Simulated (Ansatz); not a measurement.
Input for Ansatz (an electronic-structure program): R-SVWN5/def2-TZVPP on H2S2Si (SMILES S[Si]S), a point of a torsion scan.

Ansatz 0.2 input:
```yaml
crystal:
  periodic: [false, false, false]
  atoms:
    - {symbol: S, position_ang: [1.70929219, -0.54890546, -0.10179611]}
    - {symbol: Si, position_ang: [-0.25903233, -1.07117116, -0.92149609]}
    - {symbol: S, position_ang: [0.07244928, -3.16863889, -1.36922732]}
    - {symbol: H, position_ang: [1.65547693, 0.71434110, -0.49496699]}
    - {symbol: H, position_ang: [1.32848986, -3.27054134, -0.95737309]}
basis:
  gaussian:
    orbitals: def2-TZVPP
hamiltonian:
  xc: {name: SVWN5}
scf: {lower_state_search: off}
```

Program output:

```
WARN ansatz: RAYON_NUM_THREADS=1 ignored (pool sized by the plan → 1); use --threads N
Functional definition: SVWN5
these checks for a lower state are left out or cut short: stability, starts, cluster_reference, orbital_swaps, neighbouring_geometries, increment
integrals: 0.08 GiB planned
974 factors; their error is unknown
mean field: 0.47 GiB planned
mean field evaluation 1: about -29475.0621 eV, gradient 2.5e1 eV
mean field evaluation 2: about -29472.5088 eV, gradient 4.0e1 eV
mean field evaluation 4: about -29476.8486 eV, gradient 3.2e0 eV
mean field evaluation 8: about -29476.8780 eV, gradient 4.9e-2 eV
mean field evaluation 16: about -29476.8556 eV, gradient 1.3e-4 eV
mean field -29476.85560198 eV, -1083.2544632426 hartree, gradient 8.3e-6 eV, S^2 0.000000; 0 other end points of the search recorded, 0 dependent functions left out
reference -29476.85563080 eV, -1083.2544643015 hartree; 24, 24 occupied and 130, 130 virtual orbitals, 974 factors
Total energy: -29476.85563080 eV, -1083.2544643015 hartree
Checks for a lower state left out: stability, starts, cluster_reference, orbital_swaps, neighbouring_geometries, increment
```

Self-consistency was reached.

Cost: about 1.2 core-seconds (a rough figure).
